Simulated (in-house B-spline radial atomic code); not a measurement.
The numbers below are computed, except where a source is named.
# Al in an electron gas of r_s = 3.6: phase shifts, screening and friction

A nucleus sits in a uniform electron gas with a rigid positive background. The Kohn-Sham equations are solved self-consistently in the spin-unpolarised LDA (PW92), non-relativistic, on B-splines with outgoing waves at the boundary and partial waves to l = 8. The model has no lattice, no bands and no magnetic solution. Atomic units; δ_l are the phase shifts at the Fermi level, counted so that each bound state adds π, and good to about 0.0005.

The density parameter is r_s = 3.6 bohr.

| l | δ_l (rad) |
| --- | --- |
| 0 | 7.5067 |
| 1 | 4.2593 |
| 2 | 0.0278 |
| 3 | -0.0004 |
| 4 | 0.0002 |
| 5 | 0.0000 |
| 6 | 0.0001 |
| 7 | 0.0000 |
| 8 | 0.0001 |

Bound levels below the band bottom (hartree): s -54.84, s -3.638, p -2.266, s -0.05476.

(1) Check the Friedel sum rule, and say where the screening charge sits.

(2) Find the transport cross section and the electronic stopping of a 2 keV Al ion (mass 26.98 u).

## Answers

(1) k_F = (9π/4)^(1/3)/r_s = 0.53310. The rule is Z = (2/π) Σ (2l + 1) δ_l. The terms are s 4.779, p 8.135, d 0.088, f -0.002 and 0.003 beyond, in all 13.003 against Z = 13. Bound states hold 6 s, 6 p, 0 d electrons, so the scattering states carry 1.00 in all; where a term is smaller than its bound count, the bound level has drawn weight out of the band.

(2) σ_tr = (4π/k_F²) Σ (l + 1) sin²(δ_l − δ_(l+1)). The terms for l = 0 to 3 are 0.0112, 1.5721, 0.0024, 0.0000, all together 1.5856, so σ_tr = 44.217 × 1.5856 = 70.111 bohr². With n = 3/(4π r_s³) = 0.005117, the friction coefficient is Q = n k_F σ_tr = 0.1912. For v well below v_F = 0.533, dE/dx = Q v; with 24801 eV per u at v = 1, v = √(2000/(24801 × 26.98)) = 0.0547, so dE/dx = 0.01046 hartree/bohr = 5.38 eV/nm. The largest term couples the p and d waves.
